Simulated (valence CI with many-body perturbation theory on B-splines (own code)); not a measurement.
# How close is CI+MBPT for Mn2+?

Calculated by relativistic CI+MBPT: five valence electrons over a frozen Dirac-Fock core [Ar], radial functions for each j: 7 s, 7 p, 8 d, 6 f, 4 g, 1 h, with the one-electron correlation potential Σ1, the two-electron term Σ2, the three-electron term Σ3, Breit, model QED; selected CI, second order for the rest, scaled by the run's own slope (own B-spline code, finite nucleus).

Against 66 measured levels this calculation errs by 3392 cm⁻¹ on average and by 6534 at most. These come from a selection out of Corliss and Sugar, J. Phys. Chem. Ref. Data 6, 1253 (1977). Levels without a partner in it may be off by more, other configurations by 1,000 to 8,000 cm⁻¹. Among the levels kept, up to 2300 cm⁻¹ of a level comes from second order outside the variational space, and about a tenth of that is noise between levels of different J, which matters for small intervals.

Measured levels: Corliss and Sugar, J. Phys. Chem. Ref. Data 6, 1253 (1977). Pairs share parity and J, and are chosen by configuration, term and nearness in energy; levels without a clear partner are left out. Energies in cm⁻¹ above the measured ground level.

Names give the largest LS component (configuration and term), which can be under half, so a name can repeat, a term be missing and a line seem to break the LS rules; names also repeat where a configuration has a term twice. Letters in brackets count levels of one name in rising energy.

```
  Computed label  Label in the source  Measured  Computed  Difference
      3d⁵ ⁶S_5/2             3d5 a 6S         0       0.0           0
     3d⁵ ⁴G_11/2             3d5 a 4G   26824.4   26050.0        -774
      3d⁵ ⁴G_9/2             3d5 a 4G   26851.1   26077.3        -774
      3d⁵ ⁴G_5/2             3d5 a 4G   26857.8   26081.0        -777
      3d⁵ ⁴G_7/2             3d5 a 4G   26859.9   26086.7        -773
      3d⁵ ⁴P_5/2             3d5 a 4P   29167.7   29287.1        +119
      3d⁵ ⁴P_1/2             3d5 a 4P   29207.3   29346.6        +139
      3d⁵ ⁴P_3/2             3d5 a 4P   29241.4   29316.1         +75
      3d⁵ ⁴D_7/2             3d5 a 4D   32307.3   31934.9        -372
      3d⁵ ⁴D_1/2             3d5 a 4D   32368.9   31973.3        -396
      3d⁵ ⁴D_5/2             3d5 a 4D   32383.7   32015.3        -368
     3d⁵ ²I_11/2             3d5 a 2I   39174.4   37636.0       -1538
     3d⁵ ²I_13/2             3d5 a 2I   39176.5   37634.1       -1542
  3d⁵ ²D_5/2 [a]            3d5 a 2D3   41238.1   41173.2         -65
  3d⁵ ²D_3/2 [a]            3d5 a 2D3   41569.8   41497.8         -72
  3d⁵ ²F_7/2 [a]            3d5 a 2F1   42606.5   42405.8        -201
  3d⁵ ²F_5/2 [a]            3d5 a 2F1   43105.4   42838.0        -267
      3d⁵ ⁴F_9/2             3d5 a 4F   43573.2   42989.6        -584
      3d⁵ ⁴F_7/2             3d5 a 4F   43602.5   43022.5        -580
      3d⁵ ⁴F_5/2             3d5 a 4F   43668.8   43152.7        -516
      3d⁵ ⁴F_3/2             3d5 a 4F   43674.7   43093.3        -581
      3d⁵ ²H_9/2             3d5 a 2H   46515.9   45541.9        -974
     3d⁵ ²H_11/2             3d5 a 2H   46670.7   45676.5        -994
  3d⁵ ²G_7/2 [a]            3d5 a 2G2     47842   46969.0        -873
  3d⁵ ²G_9/2 [a]            3d5 a 2G2   48005.2   47114.5        -891
  3d⁵ ²F_5/2 [b]            3d5 b 2F2   51002.7   50348.8        -654
  3d⁵ ²F_7/2 [b]            3d5 b 2F2   51059.7   50394.5        -665
  3d⁵ ²D_3/2 [b]            3d5 b 2D2   61580.2   61219.2        -361
  3d⁵ ²D_5/2 [b]            3d5 b 2D2   61603.8   61244.3        -360
    3d⁴4s ⁶D_1/2      3d4(5D) 4s a 6D   62457.0   56839.4       -5618
    3d⁴4s ⁶D_3/2      3d4(5D) 4s a 6D   62568.1   56967.3       -5601
    3d⁴4s ⁶D_5/2      3d4(5D) 4s a 6D   62747.5   57136.8       -5611
    3d⁴4s ⁶D_7/2      3d4(5D) 4s a 6D   62988.9   57373.1       -5616
    3d⁴4s ⁶D_9/2      3d4(5D) 4s a 6D   63285.4   57670.7       -5615
  3d⁵ ²G_7/2 [b]            3d5 b 2G1     68892   67839.5       -1053
  3d⁵ ²G_9/2 [b]            3d5 b 2G1   68899.2   67849.0       -1050
3d⁴4s ⁴D_1/2 [a]      3d4(5D) 4s b 4D   71395.3   65712.4       -5683
3d⁴4s ⁴D_3/2 [a]      3d4(5D) 4s b 4D   71564.2   65891.8       -5672
3d⁴4s ⁴D_5/2 [a]      3d4(5D) 4s b 4D   71832.0   66142.1       -5690
3d⁴4s ⁴D_7/2 [a]      3d4(5D) 4s b 4D   72183.3   66484.8       -5699
3d⁴4s ⁴P_1/2 [a]     3d4(3P2) 4s b 4P   84610.5   79458.3       -5152
    3d⁴4s ⁴H_7/2      3d4(3H) 4s a 4H   84981.6   78524.7       -6457
    3d⁴4s ⁴H_9/2      3d4(3H) 4s a 4H   85077.1   78633.0       -6444
3d⁴4s ⁴P_3/2 [a]     3d4(3P2) 4s b 4P   85173.9   80015.1       -5159
   3d⁴4s ⁴H_11/2      3d4(3H) 4s a 4H   85200.8   78754.1       -6447
   3d⁴4s ⁴H_13/2      3d4(3H) 4s a 4H   85346.7   78890.0       -6457
3d⁴4s ⁴P_5/2 [a]     3d4(3P2) 4s b 4P   86051.5   80864.1       -5187
3d⁴4s ⁴F_3/2 [a]     3d4(3F2) 4s b 4F   86486.8   80905.7       -5581
3d⁴4s ⁴F_5/2 [a]     3d4(3F2) 4s b 4F   86520.9   80923.2       -5598
3d⁴4s ⁴F_7/2 [a]     3d4(3F2) 4s b 4F   86578.2   80970.1       -5608
3d⁴4s ⁴F_9/2 [a]     3d4(3F2) 4s b 4F   86654.1   81055.8       -5598
    3d⁴4s ⁴G_5/2      3d4(3G) 4s b 4G   88880.1   82937.6       -5942
    3d⁴4s ⁴G_7/2      3d4(3G) 4s b 4G   89052.4   83103.8       -5949
    3d⁴4s ⁴G_9/2      3d4(3G) 4s b 4G   89204.7   83255.0       -5950
   3d⁴4s ⁴G_11/2      3d4(3G) 4s b 4G   89307.2   83334.8       -5972
3d⁴4s ²P_1/2 [a]     3d4(3P2) 4s b 2P   89898.1   85096.5       -4802
    3d⁴4s ²H_9/2      3d4(3H) 4s b 2H   90440.5   83906.8       -6534
   3d⁴4s ²H_11/2      3d4(3H) 4s b 2H   90746.1   84213.8       -6532
3d⁴4s ²P_3/2 [a]     3d4(3P2) 4s b 2P   90936.2   86093.9       -4842
3d⁴4s ²F_5/2 [a]     3d4(3F2) 4s c 2F   91906.1   86278.8       -5627
```

The table shows the lowest 60 pairs. Over 66 excited levels the mean absolute difference is 3392 cm⁻¹, the median 5156 and the largest 6534. The comparison draws on a selection of the measured levels: 67 of the 218 computed ones have a partner in it, and others may be off by more.
